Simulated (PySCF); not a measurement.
Telling isomers of C7H3ClO2 apart by NMR

Rapidly exchanging positions averaged, no solvent, single conformer, no relativistic terms. Coordinates at the GFN2-xTB level; GIAO PBE0/pcSseg-1 shieldings; PySCF 2.14.

Shifts are taken against calculated references (same method and geometry level): ¹H (σ = 31.72 ppm), ¹³C (σ = 186.93 ppm) against TMS. Where no couplings were computed, multiplicities follow the n + 1 count of equivalent neighbours, and m marks all less simple cases (inequivalent or close neighbours, rings, F or P nearby). Shifts are as computed. Against solution values, carbons near 30 ppm lie about +3 ppm off and those near 130 ppm about +5 ppm; carbons on Cl a further +6 ppm. Of 1211 compounds with measured shifts, 218 miss one by over three times the rms of a fit or turn the order of signals round; such compounds aren't used in these exercises. Carbons bonded to Cl come out too deshielded.

(1) Tabulate the signals of `C#Cc1coc(C(=O)Cl)c1`, `C#Cc1ccoc1C(=O)Cl` and their relative energies.

(2) What is the quickest way to tell C#Cc1coc(C(=O)Cl)c1 from C#Cc1ccoc1C(=O)Cl?

## Answers

(1) 
| SMILES | carbon types | δC | δH | E rel. (kcal/mol) |
| --- | --- | --- | --- | --- |
| C#Cc1coc(C(=O)Cl)c1 | 4×C 3×CH | 164.2, 159.9, 151.0, 134.3, 118.0, 93.0, 77.2 | 7.91 (m, 1H), 7.82 (m, 1H), 2.95 (s, 1H) | 0.0 |
| C#Cc1ccoc1C(=O)Cl | 4×C 3×CH | 162.1, 154.4, 153.9, 126.5, 125.9, 103.5, 78.4 | 7.67 (m, 1H), 6.97 (m, 1H), 3.54 (s, 1H) | 0.9 |

Energies are electronic energies at PBE0/pcSseg-1 on these geometries, without zero-point or thermal terms, each for the one conformer computed, which needn't be the lowest.

(2) Both give the same number of carbon signals, with the same numbers of each carbon type, so the positions decide. The first has a terminal alkyne carbon (CH) at 93.0 ppm, the second a terminal alkyne carbon (CH) at 103.5 ppm. Their most deshielded carbons lie at 164.2 and 162.1 ppm.
